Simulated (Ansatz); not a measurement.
Basis sets compared for `c1c[se]c(-c2ccc(-c3ccc(-c4ccc(-c5ccc(-c6ccc[se]6)[se]5)[se]4)[se]3)[se]2)c1`. The state is a singlet with charge 0. Geometry r2SCAN-D4/def2-SVP. Ansatz on 2 threads of AMD EPYC 7R13 on a shared host and a share (18 GiB) of an NVIDIA H100 80GB HBM3; times are rough, and most runs start from earlier orbitals.

Cartesian coordinates in Å:
```
C 4.989 4.862 8.665
C 5.850 5.516 7.817
Se 5.507 5.090 6.041
C 4.114 3.972 6.643
C 3.287 3.209 5.745
C 2.238 2.361 6.074
C 1.589 1.731 4.992
C 2.075 2.035 3.726
C 1.629 1.559 2.453
C 2.116 1.863 1.187
C 1.468 1.234 0.106
C 0.418 0.384 0.434
C -0.419 -0.385 -0.433
C -1.467 -1.236 -0.106
C -2.116 -1.865 -1.187
C -1.630 -1.559 -2.453
C -2.076 -2.034 -3.726
C -1.589 -1.731 -4.991
C -2.238 -2.361 -6.074
C -3.288 -3.208 -5.745
C -4.114 -3.971 -6.644
C -4.042 -4.015 -8.029
C -4.989 -4.860 -8.666
C -5.848 -5.518 -7.818
Se -5.504 -5.094 -6.041
Se -3.519 -3.246 -3.875
Se -0.191 -0.342 -2.310
Se 0.188 0.344 2.311
Se 3.517 3.249 3.874
C 4.040 4.019 8.028
H 5.034 4.986 9.751
H 6.652 6.207 8.077
H 1.938 2.194 7.111
H 0.750 1.043 5.134
H 2.955 2.551 1.044
H 1.769 1.401 -0.932
H -1.767 -1.405 0.933
H -2.953 -2.555 -1.044
H -0.749 -1.044 -5.133
H -1.937 -2.196 -7.111
H -3.302 -3.435 -8.585
H -5.036 -4.982 -9.752
H -6.648 -6.210 -8.078
H 3.298 3.441 8.585
```

Single mean-field runs in def2-SVP, def2-TZVP are fitted with def2-universal-jkfit.

Binding counts from free atoms (C triplet, Se triplet, H doublet) in the same basis, without a counterpoise term.

```
                         level  functions  energy (Eh)  HOMO (eV)  LUMO (eV)  binding per atom (eV)  wall time
               PBE-D4/def2-SVP        598  -15326.6307      -4.38      -2.98                   5.34      4.3 s
PBE0-D4/def2-SVP (with forces)        598  -15327.1253      -5.12      -2.54                   5.19        8 s
```

Problem. Estimate the rows for PBE-D4/def2-TZVP, PBE0-D4/def2-TZVP.

Solution. 
```json
{"level": "PBE-D4/def2-TZVP", "functions": "1116", "energy (Eh)": "-15329.3619", "HOMO (eV)": "-4.43", "LUMO (eV)": "-3.08", "binding per atom (eV)": "5.27", "wall time": "7.5 s"}
{"level": "PBE0-D4/def2-TZVP", "functions": "1116", "energy (Eh)": "-15329.8517", "HOMO (eV)": "-5.11", "LUMO (eV)": "-2.59", "binding per atom (eV)": "5.12", "wall time": "9.5 s"}
```
